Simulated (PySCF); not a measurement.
chlorine atom (Cl), doublet. Base run: SCAN/pcseg-1 (PySCF).

The PySCF input:
```python
from pyscf import gto, scf, dft

mol = gto.Mole()
mol.atom = '''
    Cl    0.00000000    0.00000000    0.00000000
'''
mol.basis = 'pcseg-1'
mol.spin = 1
mol.verbose = 4
mol.build()

mf = dft.UKS(mol)
mf.xc = 'scan'
mf.kernel()
```

Variants of this job, named by their change:

| change | ΔE vs base (mEh) | grid points | electrons on the grid |
|---|---|---|---|
| base | 0.000 | 18880 | 17.00000 |
| grids.level = 1 | -15.945 | 6320 | 17.00000 |
| grids.prune = dft.gen_grid.treutler_prune | 0.006 | 18424 | 17.00000 |
| grids.atom_grid = (30, 110) | 2.052 | 2424 | 17.00000 |
| grids.becke_scheme = stratmann | 0.000 | 18880 | 17.00000 |
| grids.prune = dft.gen_grid.sg1_prune | -0.085 | 6488 | 17.00000 |
| small_rho_cutoff = 0 | 0.000 | 18880 | 17.00000 |
| grids.atom_grid = (150, 974) | -3.864 | 73864 | 17.00000 |
| grids.prune = off | 0.007 | 34720 | 17.00000 |
| grids.level = 4 | -5.011 | 28696 | 17.00000 |
| grids.level = 5 | -4.138 | 43048 | 17.00000 |

Open shells are given as the SCF converged; they aren't shown to be the lowest states, and a large step between rows can be another state.
